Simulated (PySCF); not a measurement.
Mg(NMe2)(SH) (C2H7MgNS), SMILES [N](C)(C)[Mg][SH]. Heavy atoms are numbered as in [Mg:1]([N:2]([CH3:3])[CH3:4])[SH:11]. Hydrogens are named by the atom that carries them.

Geometry: TPSSh-D3(BJ)/def2-SVP. The structure was generated by enumeration; whether it is a known compound was not checked. The values are those of a single conformer.

Calculation: PBE0/pcSseg-1 in PySCF.

GIAO shieldings, no solvent; atoms alike by connectivity are averaged. δ = σ(ref) − σ: ¹⁵N against NH3 (σ = 267.4 ppm); ¹³C against TMS (σ = 186.3 ppm); ¹H against TMS (σ = 31.56 ppm); ³³S against H2S (σ = 716.7 ppm), references at their B3LYP-D3(BJ)/def2-TZVP geometries, non-relativistic.

Question: Estimate the chemical shifts. (The exact figures need the calculation; the answer reports its results.)

Answer: 
| nucleus | atoms | count | δ (ppm) |
|---|---|---|---|
| ¹⁵N | N2 | 1 | 27.6 |
| ¹³C | C3 (CH3) | 2 | 48.9 |
| ¹H | H on C3 | 6 | 2.90 |
| ¹H | H on S11 | 1 | -0.92 |
| ³³S | S11 (SH) | 1 | -146.9 |
